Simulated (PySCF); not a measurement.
## State search for LiTl

Unrestricted PBE0; basis Li cc-pVDZ, Tl cc-pVDZ-PP with ECP60; scalar-relativistic core potentials; PySCF 2.14. Outer shells of the fragments: Li 2s1; Tl 5d10 6s2 6p1.

Followed along the bond (rough minima from three points):

| 2Ms+1 | unpaired | ⟨S²⟩ at the start | R at minimum (Å) | Te (eV) |
| --- | --- | --- | --- | --- |
| 1 | none | 0.00 | 3.04 | 0.00 |
| 3 | σ ↑, π ↑ | 2.00 | 2.80 | 0.23 |
| 1 | σ ↑, π ↓ | 1.00 | 2.92 | 0.50 |
| 3 | σ ↑↑ | 2.00 | none in the scan | ≤ 0.90 |
| 3 | π ↑↑ | 2.00 | none in the scan | ≤ 1.16 |

Solutions found at the starting distance of 2.715 Å, counted from the lowest of them; the search is not exhaustive and high or unbound solutions are not listed, so other states can lie among these:

```json
{"2Ms+1": "1", "unpaired": "none", "term": "¹Σ⁺", "E (eV)": "0.00", "⟨S²⟩": "0.00", "⟨Lz²⟩": "0.00", "μ (D)": "-1.57"}
{"2Ms+1": "3", "unpaired": "σ ↑, π ↑", "term": "³Π", "E (eV)": "0.13", "⟨S²⟩": "2.00", "⟨Lz²⟩": "1.00", "μ (D)": "-3.22"}
{"2Ms+1": "1", "unpaired": "σ ↑, π ↓", "term": "mixed", "E (eV)": "0.42", "⟨S²⟩": "1.00", "⟨Lz²⟩": "1.00", "μ (D)": "-3.14"}
{"2Ms+1": "3", "unpaired": "σ ↑↑", "term": "³Σ⁺", "E (eV)": "1.02", "⟨S²⟩": "2.00", "⟨Lz²⟩": "0.00", "μ (D)": "5.38"}
{"2Ms+1": "3", "unpaired": "π ↑↑", "term": "³Σ⁻", "E (eV)": "1.13", "⟨S²⟩": "2.00", "⟨Lz²⟩": "0.00", "μ (D)": "-4.13"}
{"2Ms+1": "1", "unpaired": "π ↑↓", "term": "mixed", "E (eV)": "1.31", "⟨S²⟩": "1.00", "⟨Lz²⟩": "2.01", "μ (D)": "-3.83"}
```

A term symbol is given only where ⟨S²⟩ and ⟨Lz²⟩ are close to those of a pure state; real π, δ and φ orbitals otherwise mix terms. A positive dipole means Li(−)Tl(+).

**Question.** Compare the gap between the two lowest followed solutions at the starting distance with the gap between their minima.

**Answer.** At PBE0 the second solution (triplet, unpaired electrons σ ↑, π ↑) lies +0.13 eV from the first (singlet, closed shell) at 2.715 Å and +0.23 eV at the minima; the two curves relax by different amounts, since their minima lie near 2.80 and 3.04 Å.

These are scalar-relativistic numbers at best; spin–orbit coupling would shift them, the dissociation energy most. Counting both spins, an empty level lies below a filled one in some of these solutions, because spin and occupation are held.
